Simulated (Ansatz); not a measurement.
Name a neutral molecule of C, Cl, F, Y and H with size of the dipole moment (ωB97M-V/def2-TZVPP) between 2.25 and 2.55 D and ideal-gas entropy at 298 K and 1 bar (rigid rotor, harmonic PBE0-D4/def2-TZVP) between 373 and 389 J/(mol·K) (Ansatz, PBE0-D4/def2-TZVP geometry).

`[CH3][Y]([F])[Cl]` (2.49 D, 387 J/(mol·K)). Other molecules can fit too; these were computed, each in one conformer that needn't be the lowest.
